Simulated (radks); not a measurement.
Species: Hf I. Configuration: [Xe] 4f14 5d2 6s1.5 6p0.5 (fractional occupations, a model configuration).

Method: non-relativistic Kohn-Sham, AM05, spin-polarised, spherical densities, point nucleus; open shells are filled with parallel spins first; relativity is left out, which matters for an element this heavy; computed with a radial shooting solver on a logarithmic mesh with Libxc functionals.

Energy parts (hartree):
| part | energy |
|---|---|
| total | -14317.6240 |
| kinetic | 14312.5648 |
| electron-nucleus | -34103.7973 |
| Hartree | 5759.3112 |
| exchange-correlation | -285.7026 |

Orbitals (lengths in bohr, moments of r in powers of bohr; <r^-3> diverges for s and p1/2; r(max) is where P^2 peaks):
orbital  occ.  eigenvalue (hartree)   <1/r>  <r^-3>   r(max)      <r>
1s up       1             -2210.779   71.42       -  0.01397  0.02105
1s down     1             -2210.779   71.42       -  0.01397  0.02105
2s up       1             -361.0399   16.72       -  0.07617  0.08907
2s down     1             -361.0374   16.72       -  0.07617  0.08907
2p up       3             -345.6745   16.76   13000  0.05915  0.07536
2p down     3             -345.6725   16.76   13000  0.05915  0.07536
3s up       1             -81.54160   6.407       -   0.2098   0.2269
3s down     1             -81.54084   6.407       -   0.2098   0.2269
3p up       3             -74.46055   6.358    2756   0.1978   0.2169
3p down     3             -74.45973   6.358    2756   0.1978   0.2169
3d up       5             -61.24148   6.278   483.6   0.1562   0.1905
3d down     5             -61.23998   6.278   483.6   0.1562   0.1905
4s up       1             -15.90419   2.751       -   0.4736   0.5084
4s down     1             -15.90251   2.751       -   0.4736   0.5084
4p up       3             -12.98776   2.658   620.1   0.4752   0.5169
4p down     3             -12.98594   2.658   620.1   0.4752   0.5169
4d up       5              -7.69112   2.455   93.24   0.4733   0.5378
4d down     5              -7.68875   2.455   93.26   0.4734   0.5377
4f up       7              -0.88517   1.967   16.40   0.4465   0.6533
4f down     7              -0.87905   1.972   16.48   0.4464   0.6500
5s up       1              -2.07610   1.054       -    1.109    1.244
5s down     1              -2.04632   1.060       -    1.106    1.238
5p up       3              -1.27552  0.9324   80.89    1.205    1.395
5p down     3              -1.23868  0.9403   82.60    1.201    1.384
5d up       2              -0.17528  0.5766   4.667    1.650    2.293
5d down     0              -0.11977  0.5774   4.795    1.621    2.331
6s up       1              -0.19054  0.3427       -    3.128    3.656
6s down   0.5              -0.14061  0.3211       -    3.248    3.910
6p up     0.5              -0.07477  0.2590   5.152    3.978    4.832
6p down     0              -0.04395  0.2228   3.302    4.396    5.638

The highest occupied level is 6p up at -2.035 eV. The configuration is held as typed, so some empty levels lie below it. The electron density at the nucleus is 2.665e+05 e/bohr^3. Virial ratio -V/T = 2.00035. Spin moment in Bohr magnetons: 3. The density falls to 0.001 e/bohr^3 at r = 5.16 bohr.
